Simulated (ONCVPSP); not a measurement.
carbon (C): ONCV pseudisation with PBEsol, non-relativistic reference atom.

ONCVPSP 4.0.1 input, shortened (lines: element, Z, core and valence counts, functional; n l f; lmax; l rc ep ncon nbas qcut; lloc lpopt rc5 dvloc0; l nproj debl; icmod fcfact rcfact), PBEsol, non-relativistic:

```
  C 6.00    0    2  -116133      upf
    1    0    2.00
    2    0    2.00
    1
    0    0.45    0.00    4    8   26.00
    1    0.45    0.33    4    9   19.70
    1    5    0.45    0.00
    0    2    1.70
    1    0    3.60
    0    0.00    0.00
```

- Cutoffs needed: 268 Ha and 307 Ha (the cutoffs (Ha) at which the residual kinetic energy of the hardest occupied pseudo-wave falls to 1 and 0.1 mHa per electron)
- Ghost test: no bound ghost flagged; no localised positive-energy state flagged
- Largest excitation error: +2.3 meV (all-electron minus pseudo) for 1s2 2s1, out of 4 test configurations
